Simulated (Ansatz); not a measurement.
Job for Ansatz (a quantum-chemistry and plane-wave program): R-PBE0/def2-TZVPP on H3In (SMILES [InH3]). Elements past Kr take the def2 small-core potentials; no spin–orbit coupling.

Ansatz 0.2 input:
```yaml
crystal:
  periodic: [false, false, false]
  atoms:
    - {symbol: In, position_ang: [0.00000035, 0.00000025, 0.00000001]}
    - {symbol: H, position_ang: [-1.40883484, -0.99249924, -0.05417689]}
    - {symbol: H, position_ang: [-0.15496225, 1.71718859, 0.00757165]}
    - {symbol: H, position_ang: [1.56379673, -0.72468960, 0.04660522]}
basis:
  gaussian:
    orbitals: def2-TZVPP
hamiltonian:
  xc: {name: PBE0}
accuracy: high
phonons: {}
scf: {lower_state_search: off}
```

**Question.** Give the final energy of this run.

**Answer.** -191.8856 hartree.

**Question.** How many basis functions does it have, and what does it roughly cost on one machine?

**Answer.** 92 functions; roughly 40 core-seconds.
